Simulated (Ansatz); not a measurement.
ZrTe2, relaxed as a singlet with RKS PBE-D4/def2-TZVP in Ansatz, starting from the GFN2-xTB geometry. Force threshold 0.02 eV/Å.

In the def2 sets Te, Zr take a core potential; there is no spin–orbit coupling. The relaxation made no stability test and no search for a lower SCF solution. The structure comes from a short search, and lower isomers may exist.

Start:

```
atom   x (Å)   y (Å)   z (Å)
 Zr1  -1.185  -0.316  -0.446
 Te2   1.212  -1.444  -0.288
 Te3  -0.027   1.760   0.734
```

Q: Estimate the energy that the relaxation releases and the steps that it takes.

A: 13.7 kcal/mol, in 4 steps; 6 s on 4 threads of Arm Neoverse V1 on a shared host. No frequencies were taken in this run, so the end may be a saddle point.

Q: Does the start keep its bonding and symmetry?

A: By distances, no bond broke or formed. The bond that changes most is Zr1–Te3, from 2.65 to 2.57 Å (atoms count from 1). Point group C2v at the start, C2v at the end, both within 0.05 Å.

Q: Predict the relaxed structure.

A: 
```xyz
3

Zr   -0.906   -0.241   -0.341
Te    1.173   -1.742   -0.424
Te   -0.267    1.983    0.765
```
Bond lengths: 2 × Te–Zr 2.57 Å.
